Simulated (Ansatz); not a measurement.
Start from `C#C[Se]BF` and change one atom or group to get `C#C[SeH]`.

Ansatz, PBE0-D4/def2-TZVP geometries, multiplicity 1. Each molecule was computed in one conformer, which needn't be the lowest.

Scalar relativity is left out up to krypton.

```json
{"property": "HOMO–LUMO gap (PBE/def2-TZVPP) / eV", "`C#C[Se]BF`": "4.14"}
{"property": "size of the dipole moment (B3LYP/def2-TZVPP) / D", "`C#C[Se]BF`": "0.33"}
{"property": "LUMO energy (PBE0/def2-TZVPP) / eV", "`C#C[Se]BF`": "-1.15"}
{"property": "zero-point energy (PBE0-D4/def2-TZVP) / kJ/mol", "`C#C[Se]BF`": "92.1"}
{"property": "LUMO energy (B3LYP/def2-TZVPP) / eV", "`C#C[Se]BF`": "-1.35"}
{"property": "LUMO energy (ωB97M-V/def2-TZVPP) / eV", "`C#C[Se]BF`": "0.83"}
```

(1) What does the change do to each property? (Estimate.)

Results:

(1) The calculation gave: 
```
                                        property  `C#C[SeH]`  shift
             HOMO–LUMO gap (PBE/def2-TZVPP) / eV        4.30   0.16
size of the dipole moment (B3LYP/def2-TZVPP) / D        0.55   0.22
              LUMO energy (PBE0/def2-TZVPP) / eV       -0.48   0.67
  zero-point energy (PBE0-D4/def2-TZVP) / kJ/mol        68.3  -23.8
             LUMO energy (B3LYP/def2-TZVPP) / eV       -0.73   0.62
           LUMO energy (ωB97M-V/def2-TZVPP) / eV        1.52   0.69
```

With PBE0 the HOMO rises by 0.47 eV and the LUMO rises by 0.67 eV, so the gap widens by about 0.20 eV. PBE moves the HOMO by 0.51 eV and ωB97M-V by 0.41 eV. The zero-point energy changes by -23.8 kJ/mol with -6 modes. Dipoles are sizes alone; their direction can turn.

B3LYP here is the variant with VWN-RPA as its local correlation; programs differ in this.

Spin–orbit coupling is left out; it splits and shifts lone-pair levels of the heavy atoms by tenths of an eV.
